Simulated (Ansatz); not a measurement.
A structure relaxed at PBE-D4/def2-SVP in Ansatz, charge 1, singlet:

```csv
atom,x (Å),y (Å),z (Å)
V1,0.675,-0.757,0.143
V2,0.234,1.416,0.142
V3,-1.438,-0.104,-0.008
O4,1.459,0.575,-0.794
O5,-0.305,0.188,1.499
O6,-0.625,-1.318,-0.982
```

Problem. Give its formula and point group.

Solution. the cluster V₃O₃⁺ (the lowest singlet isomer of a short search). Point group Cs (tolerance 0.1 Å).

Problem. Summarise the bond lengths by kind (pairs closer than 1.2 times the sum of covalent radii, bridged metal pairs left out).

Solution. 7 × O–V 1.76 to 1.92 Å.

The restricted singlet is unstable towards broken spin symmetry in Hartree–Fock (as tested in another run); at PBE-D4/def2-SVP this wasn't settled. The structure comes from a short search, and lower isomers may exist.
